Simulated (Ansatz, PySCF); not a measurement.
This singlet lies 0.61 eV below the relaxed triplet at the level frozen-core CCSD(T)/cc-pVTZ // B3LYP-D3(BJ)/def2-TZVP (Ansatz, an electronic-structure program).

B3LYP has the VWN-RPA correlation part, as in Gaussian. 

```xyz
8

B      1.5617     0.0140    -0.1984
C      0.1900     0.0506    -0.0663
C     -1.2261     0.0382     0.1144
H      2.0915     0.8017    -0.9272
H      2.1889    -0.7994     0.4142
H     -1.3532    -0.7943     0.8306
H     -1.6438     0.9240     0.6042
H     -1.8089    -0.2346    -0.7714
```

Charge 0, multiplicity 1.

Question: Give the Mulliken and meta-Löwdin atomic charges from PySCF with B3LYP-D3(BJ)/def2-TZVP.

Answer: 
```csv
atom,Mulliken (e),meta-Löwdin (e)
B1,-0.31,-0.36
C2,0.14,0.10
C3,-0.31,-0.32
H4,0.01,0.07
H5,0.01,0.06
H6,0.16,0.18
H7,0.15,0.13
H8,0.15,0.13
```
